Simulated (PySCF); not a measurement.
**[TlH2]+ at several levels of theory**

Computed with PySCF 2.14.0 (density fitting, no spin-orbit coupling) at the geometry relaxed with PBE0:

```xyz
3
[TlH2]+ (singlet)
Tl    0.0000    0.0000    0.0000
H     0.0000    0.0000    1.6695
H     0.0000    0.0000   -1.6695
```

```json
{"level": "PBE0", "basis": "Tl def2-SVP with ECP60, H def2-SVP", "state": "singlet", "HOMO (eV)": "-15.84", "gap (eV)": "8.13", "charge on Tl1 (e)": "0.80", "dipole about the centre of mass (D)": "0.00", "largest force component (eV/Å)": "0.01"}
{"level": "revPBE", "basis": "the same", "state": "singlet", "HOMO (eV)": "-14.69", "gap (eV)": "6.25", "charge on Tl1 (e)": "0.80", "dipole about the centre of mass (D)": "0.00", "largest force component (eV/Å)": "0.28"}
{"level": "r2SCAN", "basis": "the same", "state": "singlet", "HOMO (eV)": "-14.99", "gap (eV)": "6.86", "charge on Tl1 (e)": "0.82", "dipole about the centre of mass (D)": "0.00", "largest force component (eV/Å)": "0.03"}
{"level": "PBE", "basis": "the same", "state": "singlet", "HOMO (eV)": "-14.71", "gap (eV)": "6.17", "charge on Tl1 (e)": "0.80", "dipole about the centre of mass (D)": "0.00", "largest force component (eV/Å)": "0.25"}
{"level": "PBE0", "basis": "Tl def2-TZVP with ECP60, H def2-TZVP", "state": "singlet", "HOMO (eV)": "-15.87", "gap (eV)": "8.14", "charge on Tl1 (e)": "0.72", "dipole about the centre of mass (D)": "0.00", "largest force component (eV/Å)": "0.14"}
{"level": "PBE0", "basis": "Tl x2c-SVPall, H x2c-SVPall", "state": "singlet", "HOMO (eV)": "-15.86", "gap (eV)": "8.18", "charge on Tl1 (e)": "0.91", "dipole about the centre of mass (D)": "0.00", "largest force component (eV/Å)": "0.13"}
```

Charges are Mulliken's, which hang on the basis. The relaxation used the grid (50, 194), these runs (75, 302) or, all-electron (x2c bases, spin-free X2C Hamiltonian), (99, 590).

Question: What does M06-L with Tl def2-SVP with ECP60, H def2-SVP give here?

Answer: state singlet, HOMO (eV) -14.78, gap (eV) 6.94, charge on Tl1 (e) 0.92, dipole about the centre of mass (D) 0.00, largest force component (eV/Å) 0.20. Time: 0.9 s on 2 threads of Arm Neoverse V2 (shared host), from an already converged density.

In the first row's basis the gap widens with exact exchange: 6.2 to 6.9 eV for PBE, revPBE, r2SCAN, M06-L (none); 8.1 eV for PBE0 (a fixed share).
